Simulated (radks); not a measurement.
Question: Radial electron density D(r) = 4 pi r^2 rho(r) of an atom or ion with 56 electrons. Calculated with a radial shooting solver on a logarithmic mesh with Libxc functionals: Dirac Kohn-Sham, PBE, spin-unpolarised, spherical densities, finite nucleus; Fermi nuclear charge, rms radius of each element as measured or else 0.836 A^(1/3) + 0.57 fm.

r (bohr)  D(r) (e/bohr)
0.002911          17.43
0.003336          21.15
0.003821          25.48
0.004378          30.44
0.005056          36.36
0.005793          42.51
0.006637          49.09
0.007665          56.27
0.008781          62.95
0.01006           69.15
0.01153           74.44
0.01331           78.54
0.01525           80.63
0.01747           80.82
0.02018           79.11
0.02312           76.27
0.02649           73.24
0.03035           71.28
0.03505           71.78
0.04015           75.55
0.046             82.43
0.05312           91.63
0.06086           99.60
0.06973           104.0
0.07989           103.0
0.09226           96.00
0.1057            86.74
0.1211            79.31
0.1399            77.57
0.1602            82.12
0.1836            88.66
0.2103            90.78
0.2429            83.05
0.2783            67.18
0.3188            49.39
0.3682            36.79
0.4218            34.22
0.4833            37.54
0.5537            40.32
0.6395            37.73
0.7326            30.35
0.8394            21.79
0.9694            15.01
1.111             11.61
1.272             9.924
1.458             8.432
1.684             6.319
1.929             4.087
2.21              2.201
2.552            0.9230
2.924            0.3264
3.35            0.09064
3.838           0.01907
4.432          0.002600
5.078         0.0002754

What is the nuclear charge?

Answer: Z = 60. The innermost maximum, from 1s, lies near gamma/Z bohr with gamma = sqrt(1 - (Z/c)^2) = 0.899, here 0.015 bohr (found: 0.0165), and its height grows with Z. The density is that of the neodymium ion Nd4+ in [Xe] 4f2; the configuration itself is not fixed sharply by these data, and Z only to a few units. D(r) has 4 maxima, at r = 0.0165, 0.0726, 0.204, 0.563 bohr, and minima at 0.0318, 0.134, 0.412 bohr, inside which lie 2.01, 11.17, 29.10 electrons.
